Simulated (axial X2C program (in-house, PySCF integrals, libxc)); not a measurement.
**Ω levels of NNdN⁻ from open-shell CI on f(δφ)0 s1 f(π)0**

Computed with an axial X2C code built on PySCF integrals: two-component X2C with atomic mean-field Coulomb and Gaunt terms, basis N dyall-v3z, Nd dyall-v3z (cores contracted in-house). Orbitals come from Hartree–Fock averaged over the configuration Nd f(δφ)0 s1 f(π)0; CI then distributes these electrons over the f(δφ), s, f(π) shells of Nd.

N–Nd–N held linear, both bonds 1.635 Å (near the minimum of the configuration average).

Active spinors (ω > 0):

```
shell    ω  ε (eV)           character
f(δφ)  5/2    8.54           100% Nd f
f(δφ)  7/2    8.70           100% Nd f
f(δφ)  5/2    8.96            99% Nd f
f(δφ)  3/2    9.32            99% Nd f
    s  1/2    2.05  85% Nd s, 10% Nd d
 f(π)  1/2    8.60            97% Nd f
 f(π)  3/2    8.64            98% Nd f
```

Lowest levels of this model:

```tsv
Ω	energy (cm⁻¹)	g∥	configuration
1/2	0	2.00	100% s1
```

g∥ is the magnitude of 2⟨Lz + ge Sz⟩ for the +Ω component.

**Question.** From Ω and g∥ of the lowest level, whose 2⟨Lz + ge Sz⟩ is positive, find ⟨Sz⟩ and ⟨Lz⟩ (ge = 2.0023).

**Answer.** Ω = ⟨Lz⟩ + ⟨Sz⟩ = 1/2 and ⟨Lz⟩ + ge⟨Sz⟩ = 1.000, so ⟨Sz⟩ = 0.50 and ⟨Lz⟩ = 0.00.

Occupations of the active spinors in the lowest level by ω, shell by shell in order of energy: -7/2: 0.00; -5/2: 0.00 0.00; -3/2: 0.00 0.00; -1/2: 0.00 0.00; 1/2: 1.00 0.00; 3/2: 0.00 0.00; 5/2: 0.00 0.00; 7/2: 0.00. The leading determinant has weight 1.00 among 2.

This point took 4.5 s on 1 thread of Intel(R) Xeon(R) Platinum 8259CL CPU @ 2.50GHz (Skylake/Cascade Lake), with other jobs on the host.

Dynamic correlation is missing, so gaps between terms are too wide and other configurations may lie lower; the lowest level listed is that of this model, not necessarily the ground state. At most 6 roots were kept for each Ω > 0 (twice that for Ω = 0) within 3.5 eV of the lowest, so higher up levels can be missing between those listed; levels with Ω > 0 are doubly degenerate and listed once, Ω = 0 levels singly. States that fill the shells left empty in the average are placed too high. For an anion, levels above electron detachment are held by the basis set. The molecule was held linear; bending was not examined.
